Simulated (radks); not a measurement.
Values are calculated unless marked as measured or tabulated.
Problem. Ce II, 57 electrons, occupied as [Kr] 4d10 4f1 5s1.75 5p6 5d2.25 (fractional occupations, a model configuration). Level of theory: scalar-relativistic Kohn-Sham, PW91, spin-polarised, spherical densities, point nucleus; open shells are filled with parallel spins first (spin-orbit coupling, left out, can overturn this in heavy ions) (a radial shooting solver on a logarithmic mesh with Libxc functionals). Some entries of the table are withheld. Estimate them.

orbital,occ.,eigenvalue (hartree),<r^2> (bohr^2),<1/r> (bohr^-1)
1s up,1,-1480.275,0.0008207,63.35
1s down,1,-1480.274,0.0008207,63.35
2s up,1,-237.1588,0.01306,14.60
2s down,1,-237.1559,0.01306,14.60
2p up,3,-212.4243,0.01041,13.83
2p down,3,-212.4220,0.01041,13.83
3s up,1,-51.20592,0.08872,5.300
3s down,1,-51.19498,0.08870,5.300
3p up,3,-43.34040,0.08875,5.018
3p down,3,-43.32937,0.08872,5.019
3d up,5,-32.16438,0.07582,4.760
3d down,5,-32.15469,0.07578,4.761
4s up,1,-10.51013,0.4580,2.212
4s down,1,-10.47832,0.4579,2.212
4p up,3,-7.94223,0.5174,2.040
4p down,3,-7.91025,0.5171,2.040
4d up,5,-4.24645,0.6419,1.779
4d down,5,-4.21344,0.6409,1.780
5s up,1,-1.67658,2.598,0.8709
5s down,0.75,-1.62581,2.579,0.8746
5p up,3,(1),3.530,0.7406
5p down,3,(2),3.508,0.7444
4f up,1,-0.38439,1.620,1.208
4f down,0,-0.34400,1.576,1.218
6s up,0,-0.29919,18.17,(3)
5d up,2.25,-0.29699,8.933,(4)
5d down,0,-0.24115,9.254,(5)
6p up,0,-0.18977,29.73,0.2434

Solution. 
(1) 5p up eigenvalue (hartree): -1.04107
(2) 5p down eigenvalue (hartree): -0.98560
(3) 6s up <1/r> (bohr^-1): 0.3157
(4) 5d up <1/r> (bohr^-1): 0.4711
(5) 5d down <1/r> (bohr^-1): 0.4638
